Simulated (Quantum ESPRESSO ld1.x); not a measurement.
The numbers below are computed, except where a source is named.
Au LXXIII, 7 electrons, occupied as [He] 2s2 2p3.

Level of theory: Dirac Kohn-Sham, PBE, spin-unpolarised, spherical densities, point nucleus; open shells fill j = l - 1/2 first (ld1.x of Quantum ESPRESSO 7.5).

Energy parts (eV):
part                   energy
total                 -293562
kinetic                359428
electron-nucleus      -663544
Hartree                 13609
exchange-correlation    -3054

Orbitals (lengths in bohr, moments of r in powers of bohr):
orbital	occ.	eigenvalue (eV)	<r^2>	<r^4>	<r>	small-component weight
1s1/2	2	-88623.3	0.0003912	4.195e-07	0.01683	9.03e-02
2s1/2	2	-21333.2	0.005594	0.00005404	0.06848	2.18e-02
2p1/2	2	-20958.6	0.003911	0.00003122	0.05608	2.17e-02
2p3/2	1	-18986.0	0.004967	0.00004725	0.06407	1.95e-02
3s1/2	0	-9003.59	0.03025	0.001342	0.1625	9.08e-03
3p1/2	0	-8880.49	0.02657	0.001081	0.1510	9.00e-03
3p3/2	0	-8315.97	0.03059	0.001412	0.1625	8.40e-03

The highest occupied level is 2p3/2 at -18986.0 eV. For comparison, the ionisation energy in NIST's Atomic Spectra Database is 19150 eV (theoretical). In exact Kohn-Sham theory the highest level is minus the ionisation energy, but local and semilocal functionals leave it too shallow, through self-interaction and a potential that decays too fast; potentials with the right tail come closer. Summed over all electrons, <r^2> = 0.02476 bohr^2, which gives a Langevin (diamagnetic) susceptibility term of -0.0196 x 10^-6 cm^3/mol.

Beside tabulated values, note that spin-unpolarised runs miss the spin-polarisation part of the exchange energy of open shells.
